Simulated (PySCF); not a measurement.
Molfile (atoms numbered from 1):
```
C7H5NO
     RDKit          3D

 14 13  0  0  0  0  0  0  0  0999 V2000
    4.7456   -1.1009   -0.2617 C   0  0  0  0  0  0  0  0  0  0  0  0
    3.6479   -0.6106   -0.1793 C   0  0  0  0  0  0  0  0  0  0  0  0
    2.4109   -0.0621   -0.0865 C   0  0  0  0  0  0  0  0  0  0  0  0
    1.2866    0.3823   -0.0151 C   0  0  0  0  0  0  0  0  0  0  0  0
    0.0007    1.0182    0.0996 C   0  0  0  0  0  0  0  0  0  0  0  0
   -0.1478    2.1873    0.3791 O   0  0  0  0  0  0  0  0  0  0  0  0
   -1.0288    0.1462   -0.1433 N   0  0  0  0  0  0  0  0  0  0  0  0
   -2.3626    0.5115   -0.0937 C   0  0  0  0  0  0  0  0  0  0  0  0
   -3.3609   -0.3265   -0.3272 C   0  0  0  0  0  0  0  0  0  0  0  0
    5.7034   -1.5220   -0.3320 H   0  0  0  0  0  0  0  0  0  0  0  0
   -0.8137   -0.8152   -0.3709 H   0  0  0  0  0  0  0  0  0  0  0  0
   -2.5088    1.5526    0.1557 H   0  0  0  0  0  0  0  0  0  0  0  0
   -4.3817    0.0005   -0.2775 H   0  0  0  0  0  0  0  0  0  0  0  0
   -3.1916   -1.3617   -0.5743 H   0  0  0  0  0  0  0  0  0  0  0  0
  1  2  3  0
  2  3  1  0
  3  4  3  0
  4  5  1  0
  5  6  2  0
  5  7  1  0
  7  8  1  0
  8  9  2  0
  1 10  1  0
  7 11  1  0
  8 12  1  0
  9 13  1  0
  9 14  1  0
M  END
```

Non-relativistic, a single conformation, isolated molecule. Structure optimised with GFN2-xTB; NMR shieldings at PBE0/pcSseg-1/GIAO; PySCF 2.14.

References, each an isolated molecule treated in the same way: TMS for $^{13}$C (186.93 ppm) and $^{1}$H (31.72 ppm); $^{17}$O (336.08 ppm) against H2O; $^{15}$N (267.73 ppm) vs NH3.

```tsv
atoms	nucleus	count	Hirshfeld charge	δ (ppm)
H11	$^{1}$H	1	0.14	6.77
H14	$^{1}$H	1	0.04	?
C2	$^{13}$C	1	-0.03	72.8
H13	$^{1}$H	1	0.05	4.62
C8	$^{13}$C	1	0.01	135.8
C9	$^{13}$C	1	-0.13	97.4
H10	$^{1}$H	1	0.11	1.75
C5	$^{13}$C	1	0.18	?
C3	$^{13}$C	1	-0.01	?
C1	$^{13}$C	1	-0.05	81.2
H12	$^{1}$H	1	0.06	7.38
C4	$^{13}$C	1	-0.03	71.5
N7	$^{15}$N	1	-0.08	?
O6	$^{17}$O	1	-0.26	444.2
```

Q: Complete the table.

A: 
- C5: 150.3 ppm, amide carbonyl carbon; it is a carbonyl in resonance with an O or N lone pair, the region of acids, esters and amides
- C3: 78.6 ppm, alkyne carbon; the triple bond shields along its axis, which puts it between sp3 and sp2 carbons
- H14: 4.63 ppm, hydrogen on a β carbon of an enol-ether or enamine type C=C; lone-pair donation from O or N shields it, upfield of ordinary alkene protons
- N7: 176.4 ppm, amide-type nitrogen

OH/NH shifts are gas-phase values; hydrogen bonding in solution moves them, usually downfield. Shifts are as computed. Against solution values, carbons near 30 ppm lie about +3 ppm off and those near 130 ppm about +5 ppm. Of 1211 compounds with measured shifts, 218 miss one by over three times the rms of a fit or turn the order of signals round; such compounds aren't used in these exercises. Hydrogen bonding in solution shields acid and N–H amide carbonyl oxygens by tens of ppm. Hydrogen bonding in solution deshields acid and N–H amide carbonyl carbons by as much as 10 ppm beyond these values. Unscaled 17O shifts of doubly bonded oxygen tend to come out too high, by tens of ppm or more. Experimental scales use liquid or dissolved standards, which lie at an offset from isolated NH3 (liquid NH3: subtract about 20 ppm) and H2O (liquid H2O: subtract about 36 ppm). Unscaled 15N shifts of sp2 nitrogen come out 20 to 40 ppm too high even then.
